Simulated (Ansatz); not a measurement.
K⁺ beside CH2O: one fragment in the basis of the whole pair (the partner's atoms are ghosts).

The input file, in.yaml:

```yaml
crystal:
  periodic: [false, false, false]
  atoms:
    - {symbol: K, position_ang: [-2.228269, 0.315485, -2.005514]}
basis:
  gaussian:
    orbitals: "def2-TZVPPD.json"
    ghost_atoms:
      - {symbol: C, position_ang: [0.568492, -0.080486, 0.511638]}
      - {symbol: O, position_ang: [-0.323420, 0.045604, -0.291284]}
      - {symbol: H, position_ang: [1.614348, -0.209296, 0.189923]}
      - {symbol: H, position_ang: [0.368849, -0.071309, 1.595137]}
total_charge: 1
hamiltonian: {xc: {name: B97M-V}}
```

The basis file named in the input lies beside it (Basis Set Exchange, JSON).

Command:

```bash
ansatz run in.yaml --threads 2 --pin off --events-out ev --progress --plain --max-ram 5222MiB
```

Output of Ansatz 0.2.0:

```
Functional definition: B97M-V
  name "B97M-V"
  cite "Mardirossian & Head-Gordon, J. Chem. Phys. 142, 074111 (2015) doi:10.1063/1.4907719"
  cite "Becke, J. Chem. Phys. 107, 8554 (1997) doi:10.1063/1.475007"
  cite "Vydrov & Van Voorhis, J. Chem. Phys. 133, 244103 (2010) doi:10.1063/1.3521275"
  # Of w^i u^j: cxij and so on, Table III.
  parameter cx00 = 1.000
  parameter cx01 = 1.308
  parameter cx02 = 1.901
  parameter cx10 = 0.416
  parameter cx11 = 3.070
  parameter css00 = 1.000
  parameter css02 = -1.855
  parameter css10 = -5.668
  parameter css32 = -20.497
  parameter css42 = -20.364
  parameter cos00 = 1.000
  parameter cos01 = 1.573
  parameter cos03 = -6.298
  parameter cos10 = 2.535
  parameter cos32 = -6.427
  parameter b = 6.0
  parameter c = 0.01
  gx(w, u) = cx00 + cx01*u + cx02*u^2 + (cx10 + cx11*u)*w
  gss(w, u) = css00 + css02*u^2 + css10*w + (css32*w^3 + css42*w^4)*u^2
  gos(w, u) = cos00 + cos01*u + cos03*u^3 + cos10*w + cos32*w^3*u^2
  exchange = spin_sum(e_x_unif_s*gx(b97_w, b97_u_x))
  correlation = spin_sum(e_c_pw_mod_same_spin*gss(b97_w, b97_u_same))
      + integral(e_c_pw_mod_opposite_spin*gos(b97_w_opposite, b97_u_opposite)) + vv10(b, c)
772 factors; their error is unknown
mean field evaluation 1: about -16315.8806 eV, gradient 1.2e0 eV
mean field evaluation 2: about -16315.8827 eV, gradient 6.3e-1 eV
mean field evaluation 4: about -16315.8675 eV, gradient 2.6e-2 eV
mean field evaluation 8: about -16315.8675 eV, gradient 1.0e-5 eV
mean field -16315.86749071 eV, -599.5970709916 hartree, gradient 1.0e-5 eV, S^2 0.000000; 0 other end points of the search recorded, 0 dependent functions left out
reference -16315.86751973 eV, -599.5970720579 hartree; 9, 9 occupied and 138, 138 virtual orbitals, 772 factors
Total energy: -16315.86751973 eV, -599.5970720579 hartree
```

The run took about 4.1 s on 2 CPU threads of an Arm Neoverse V1 (shared host).
